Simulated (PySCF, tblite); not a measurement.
Isomers of C4H4FO3Si (doublet state), one GFN2-xTB conformer each. Single-point energies are computed at B3LYP/pcH-1 (PySCF, gas phase, no added dispersion term), electronic only. GFN2-xTB treats the open shell by occupation alone, and not every SCF solution was tested for stability.

```
              SMILES  GFN2-xTB relative energy (kcal/mol)
   O=C1OCOC=C1[SiH]F                                  0.0
O=C1OCO[C]=C1[SiH2]F                                 16.1
```

Conformers: `[O:1]=[C:2]1[O:3][CH2:4][O:5][CH:6]=[C:7]1[SiH:8][F:9]` (doublet state) with C6–C7–Si8–F9 -25°, O1–C2–O3–C4 -170°, C2–O3–C4–O5 -46°, O3–C4–O5–C6 49°, C4–O5–C6–C7 -21°; `[O:1]=[C:2]1[O:3][CH2:4][O:5][C:6]=[C:7]1[SiH2:8][F:9]` (doublet state) with C6–C7–Si8–F9 83°, O1–C2–O3–C4 -171°, C2–O3–C4–O5 -44°, O3–C4–O5–C6 44°, C4–O5–C6–C7 -15°.

**Question.** What does B3LYP/pcH-1 give for the same structures?

**Answer.** 
| SMILES | B3LYP/pcH-1 E (Eh) | B3LYP/pcH-1 (kcal/mol) | GFN2-xTB (kcal/mol) | point group |
| --- | --- | --- | --- | --- |
| O=C1OCOC=C1[SiH]F | -769.86362 | 0.0 | 0.0 | C1 |
| O=C1OCO[C]=C1[SiH2]F | -769.83341 | 19.0 | 16.1 | C1 |

Both levels put the same isomer lowest. 

**Question.** What happens when harmonic zero-point energies from GFN2-xTB frequencies are added?

**Answer.** 
```
              SMILES  ZPE (kcal/mol)  electronic (kcal/mol)  with ZPE (kcal/mol)
   O=C1OCOC=C1[SiH]F            48.1                    0.0                  0.0
O=C1OCO[C]=C1[SiH2]F            46.1                   19.0                 16.9
```

The zero-point energies span 2.0 kcal/mol. The order is unchanged.
